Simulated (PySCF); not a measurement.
Al(F)(Me)(OSiH3) (CH₆AlFOSi), SMILES [O]([SiH3])[Al]([F])[CH3]. Heavy atoms are numbered as in [Al:1]([F:2])([CH3:3])[O:7][SiH3:8]. Hydrogens are named by the atom that carries them.

Geometry: PBE0-D3(BJ)/def2-SVP. The values are those of a single conformer.

All values below come from B3LYP/pcSseg-1 (PySCF).

GIAO shieldings, no solvent; atoms alike by connectivity are averaged. δ = σ(ref) − σ: ¹⁹F against CFCl3 (σ = 161.7 ppm); ¹³C against TMS (σ = 181.3 ppm); ¹H against TMS (σ = 31.68 ppm); ¹⁷O against H2O (σ = 333.8 ppm); ²⁹Si against TMS (σ = 338.7 ppm), references at their B3LYP-D3(BJ)/def2-TZVP geometries, non-relativistic.

```csv
nucleus,atoms,count,δ (ppm)
¹⁹F,F2,1,-166.7
¹³C,C3 (CH3),1,-17.7
¹H,H on Si8,3,5.31
¹H,H on C3,3,-0.05
¹⁷O,O7,1,40.0
²⁹Si,Si8 (SiH3),1,-47.1
```
